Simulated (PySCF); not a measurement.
ethenoxysilane (C₂H₆OSi), SMILES C=CO[SiH3].

Geometry optimised at B3LYP-D3(BJ)/def2-SVP. A frequency run showed that this geometry is not a minimum. The values are those of a single conformer.

Two levels are set side by side: TDA-PBE/def2-SVPD (PySCF) and TDA-ωB97X/def2-SVPD (PySCF). Vertical, same geometry. The lowest singlet is HOMO→LUMO 100 % with PBE and HOMO→LUMO 87 % with the other functional; states are paired by order. Differences are taken from unrounded values.

| quantity | TDA-ωB97X |
|---|---|
| lowest singlet excitation (eV) | 6.60 |
| lowest triplet excitation (TDA) (eV) | 4.27 |
| first bright state (f over 0.05) (eV) | 7.26 |
| its oscillator strength | 0.59 |

### Question
What does TDA-PBE give, and how far is it from TDA-ωB97X? (Estimate from the structure and the level; the computed values follow.)

### Answer

```json
[
 {"quantity": "lowest singlet excitation (eV)", "TDA-PBE": "4.96", "TDA-PBE minus TDA-ωB97X": "-1.64"},
 {"quantity": "lowest triplet excitation (TDA) (eV)", "TDA-PBE": "4.23", "TDA-PBE minus TDA-ωB97X": "-0.04"},
 {"quantity": "first bright state (f over 0.05) (eV)", "TDA-PBE": "6.28", "TDA-PBE minus TDA-ωB97X": "-0.98"},
 {"quantity": "its oscillator strength", "TDA-PBE": "0.22", "TDA-PBE minus TDA-ωB97X": "-0.36"}
]
```

A lower first singlet is the usual sign of a functional without exact exchange. Differences between two approximate levels are no errors against the true value.

Rough cost on one machine, each run with all the roots and properties that it gave: TDA-ωB97X against TDA-PBE about 4 times.
